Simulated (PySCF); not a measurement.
Species: CH₇ClFPSi₂ (charge +1 and doublet state).
Geometry (GFN2-xTB, Å), atoms numbered from 1 in this order:
```xyz
13
CH7ClFPSi2 angstrom
F      0.2830    0.5346   -1.7226
C      1.3752    0.3013   -0.9192
Cl     1.5513    1.7159    0.1670
Si     1.0186   -1.2600    0.1863
Si    -0.9528   -0.4307    1.3048
P     -2.0117    1.0530   -0.0773
H      2.2469    0.2627   -1.5742
H      2.1450   -1.4217    1.0979
H      0.7341   -2.3932   -0.6959
H     -2.0097   -1.4229    1.5246
H     -0.7360    0.3732    2.5082
H     -2.3424    0.5258   -1.3138
H     -1.3058    2.1626   -0.5034
```

The hyperfine couplings belong to this conformer and change with its torsions.

The species is `F[C@@H](Cl)[SiH2][SiH2][PH2+]` [radical] (charge +1).

Level of theory: UKS B3LYP, pcH-1 on C Cl F H P Si, non-relativistic, mean-field spin-orbit, GIAO in PySCF 2.14.0. The structure is a single GFN2-xTB conformer in the gas phase; no vibrational or solvent corrections. A GFN2-xTB geometry isn't a minimum of the functional, and hyperfine couplings can be far from their values at a DFT geometry, by a factor of two or more for some ions and for spin on atoms past the first row. Stability of the SCF solution: not tested.

**Question.** Match the computed a_iso(29Si) values +26.6, -19.9 MHz with the sites Si4; Si5.

**Answer.** 
| site | a_iso (MHz) | ρ(0) (bohr⁻³) | position | distance from P6 (Å) | spin population | largest \|T\| (MHz) |
| --- | --- | --- | --- | --- | --- | --- |
| Si4 | -19.9 | +0.0223 | 2 bonds from P6 | 3.82 | +0.08 | 22.4 |
| Si5 | +26.6 | -0.0302 | 1 bond from P6 | 2.29 | +0.02 | 24.0 |

ρ(0) is the spin density at the nucleus and T the dipolar tensor; a_iso includes a spin–orbit part; entries for several nuclei are means. The largest Mulliken spin populations are on P6 (+0.86) and Si4 (+0.08). No atom but P6 exceeds +0.15. The angles at P6 add up to 330.6°, so it is pyramidal.

Means are taken over nuclei equivalent by connectivity, which assumes that they swap fast. The 1H value of +9.7 MHz is a mean of couplings from 2.0 to 17.5 MHz in this one geometry, not an average over conformers.

Hardware: Arm Neoverse V1, one thread (shared host). Cost: 79 s (with the writing of density and orbital grids), 0.92 GiB resident at most.
